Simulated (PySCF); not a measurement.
C$_{2}$H$_{6}$N$_{2}$, SMILES `C/N=C/N`, neutral singlet in the gas phase. 

Z-matrix (Å, degrees):
```
N
C 1 1.2637
N 2 1.3739 1 123.00
H 3 1.0055 2 117.56 1 -156.05
H 3 1.0086 4 115.64 2 -142.29
H 2 1.0984 1 123.35 3 177.14
C 1 1.4447 2 118.10 6 1.29
H 7 1.0931 1 109.83 2 -123.47
H 7 1.0934 8 106.91 1 119.23
H 7 1.1004 8 108.30 9 116.30
```
Charge 0, multiplicity 1.

All levels are single points at this geometry (B3LYP-D3(BJ)/def2-TZVP); Pople sets use spherical d functions. Orbital energies aren't observables, and empty levels follow the basis.

```json
[
 {"level": "B3LYP-D3(BJ)/def2-TZVP in PySCF", "HOMO (eV)": "-6.46", "LUMO (eV)": "0.62", "gap (eV)": "7.07", "dipole (D)": "2.18", "vertical IE, Delta-SCF (eV)": "–"},
 {"level": "B3LYP/6-311+G** in PySCF", "HOMO (eV)": "-6.52", "LUMO (eV)": "-0.02", "gap (eV)": "6.50", "dipole (D)": "2.18", "vertical IE, Delta-SCF (eV)": "–"},
 {"level": "BP86/6-31G* in PySCF", "HOMO (eV)": "-5.13", "LUMO (eV)": "0.30", "gap (eV)": "5.43", "dipole (D)": "2.12", "vertical IE, Delta-SCF (eV)": "–"},
 {"level": "M06-2X/6-31G* in PySCF", "HOMO (eV)": "-7.62", "LUMO (eV)": "2.47", "gap (eV)": "10.09", "dipole (D)": "2.18", "vertical IE, Delta-SCF (eV)": "–"},
 {"level": "PBE/6-31G* in PySCF", "HOMO (eV)": "-5.02", "LUMO (eV)": "0.40", "gap (eV)": "5.42", "dipole (D)": "2.11", "vertical IE, Delta-SCF (eV)": "8.52"},
 {"level": "HF/3-21G in PySCF", "HOMO (eV)": "-9.14", "LUMO (eV)": "5.92", "gap (eV)": "15.06", "dipole (D)": "2.44", "vertical IE, Delta-SCF (eV)": "–"}
]
```
